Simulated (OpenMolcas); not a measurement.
**Multiplet structure of Ne II**

```json
{
  "Program": "OpenMolcas",
  "Method": "SS-RASPT2, IPEA 0.25 Eh, imaginary shift 0.1 Eh (closed shells correlated: 1s)",
  "Basis": "ANO-RCC-VTZP [4s3p2d1f]",
  "Scalar Hamiltonian": "DKH2, point nucleus",
  "Active space": "7 electrons in 9 orbitals (RAS2 2s 2p; RAS3 3d, at most 2 electrons)",
  "State averaging": "2S+1 = 2 odd, 3 roots; 2S+1 = 2 even, 1 root",
  "Spin-orbit coupling": "state interaction with AMFI integrals over the reference wave functions, term energies averaged over their components"
}
```

Spin-free terms above the lowest, with the occupations of the reference:

```
Configuration  Term  E (cm-1)              Occupations
      2s2 2p5   2P*       0.0  2s 2.00 2p 4.99 3d 0.02
       2s 2p6    2S    218358  2s 1.03 2p 5.93 3d 0.04
```

With spin-orbit coupling, above the lowest level:

```tsv
Configuration	Term	J	E (cm-1)	Measured (cm-1)	Term weight %
2s2 2p5	2P*	3/2	0.0	0.0	100
2s2 2p5	2P*	1/2	769	780	100
2s 2p6	2S	1/2	218614	217048	100
```

Against the 2 measured excited levels shown (NIST Handbook of Basic Atomic Spectroscopic Data) the mean absolute deviation is 790 cm-1; the largest miss in energy is 2s 2p6 2S 1/2: computed 218614, measured 217048 cm-1 (+0.7 %), and the largest in proportion 2s2 2p5 2P* 1/2 (-1.5 %).

Spin-orbit coupling puts the lowest level 256 cm-1 below the lowest spin-free term.

Active for correlation alone: 3d; no level in the range computed is led by a configuration that fills it, so any true level of that kind is missing. Computed and measured levels are paired by configuration, term and J; levels that our copy of the source lacks, or whose pairing is in doubt (as where it misses far off the trend of its configuration), stay unpaired and out of the deviations. Only configurations of the active space appear. The first state left out of the spin-orbit step lies near 770000 cm-1 above the lowest spin-free state of the reference (among the parities and spins computed), and the list stops at four fifths of that energy or lower.

The term weight is that of the spin-free term in the level, not the purity of its configuration. * marks odd parity.
